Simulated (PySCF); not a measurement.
ClHMoOS2, multiplicity 1. Atoms are numbered in the order given.

```xyz
6

Mo     0.1840     0.0610    -0.1453
O      1.2811     0.2917    -1.3856
S      1.2201    -0.3312     1.6612
Cl    -1.1583     1.8824     0.1085
S     -1.0242    -1.8413    -0.7353
H     -1.4195    -2.1364     0.5282
```

Geometry: B3LYP-D3(BJ)/def2-SVP. The spin state was assumed, not searched. The structure was generated by enumeration; whether it is a known compound was not checked. The def2 effective core potentials stand for the cores of Mo; spin–orbit coupling is left out. Other conformers were not sampled.

Method: PBE/def2-TZVP run with PySCF.

ESP charges are fitted to the potential on shells at 1.4 to 2.0 van der Waals radii. Atomic charges (e):

```tsv
atom	Löwdin	Mulliken	ESP fit
Mo1	-0.32	1.14	0.32
O2	-0.19	-0.43	-0.16
S3	0.17	?	-0.12
Cl4	0.10	-0.29	-0.09
S5	0.15	?	-0.12
H6	0.08	?	0.16
```

**Question.** Complete the blanks. (An estimate is asked for; the answer gives what the named calculation found.)

**Answer.** 
- S3, Mulliken: -0.30
- S5, Mulliken: -0.31
- H6, Mulliken: 0.20
